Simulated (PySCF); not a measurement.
C3H7BO2, SMILES OB1CO[C@@H]1C. Geometry optimised at B3LYP-D3(BJ)/def2-SVP. The structure was generated by enumeration; whether it is a known compound was not checked. The values are those of a single conformer.

Calculation: B3LYP-D3(BJ)/def2-SVP (PySCF).

Harmonic wavenumbers (cm⁻¹): 81, 157, 223, 322, 402, 442, 585, 600, 742, 840, 847, 899, 996, 999, 1060, 1104, 1146, 1155, 1248, 1267, 1327, 1384, 1441, 1452, 1474, 1529, 2983, 2992, 3023, 3024, 3106, 3112, 3825. Rotational constants (GHz): 4.874, 3.411, 2.208; symmetry number 1.

Task: Work out the zero-point energy and the ideal-gas rigid-rotor harmonic-oscillator thermochemistry at 298.15 K and 1 atm.

Result: ZPE = ½ Σ hcν = ½ × 45787 cm⁻¹ = 65.46 kcal/mol. H − E(el) = 70.18 kcal/mol. Entropy in cal/(mol K): translation 39.26, rotation 26.57, vibration 13.74, total 79.58. G − E(el) = 46.45 kcal/mol. Cp = 25.35 cal/(mol K). Modes under 150 cm⁻¹ make the vibrational entropy uncertain.
